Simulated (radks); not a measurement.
All-electron atom: neutral cobalt in [Ar] 3d8 7s1 (not the ground configuration).

Method: scalar-relativistic Kohn-Sham, PBE, spin-polarised, spherical densities, point nucleus; open shells are filled with parallel spins first; computed with a radial shooting solver on a logarithmic mesh with Libxc functionals.

Energy parts (eV):
total: -37904.732
kinetic: 38393.864
electron-nucleus: -90749.482
Hartree: 16068.510
exchange-correlation: -1617.624

Orbitals (lengths in bohr, moments of r in powers of bohr):
| orbital | occ. | eigenvalue (eV) | <r> |
|---|---|---|---|
| 1s up | 1 | -7594.958 | 0.05619 |
| 1s down | 1 | -7594.963 | 0.05619 |
| 2s up | 1 | -900.4788 | 0.2555 |
| 2s down | 1 | -899.5339 | 0.2553 |
| 2p up | 3 | -771.3808 | 0.2250 |
| 2p down | 3 | -770.6687 | 0.2248 |
| 3s up | 1 | -105.1948 | 0.7774 |
| 3s down | 1 | -103.1239 | 0.7786 |
| 3p up | 3 | -68.5806 | 0.8227 |
| 3p down | 3 | -66.5497 | 0.8251 |
| 3d up | 5 | -11.7092 | 1.122 |
| 3d down | 3 | -9.9213 | 1.168 |
| 7s up | 1 | -0.5824 | 26.20 |

The highest occupied level is 7s up at -0.582 eV. The density falls to 0.001 e/bohr^3 at r = 3.44 bohr.
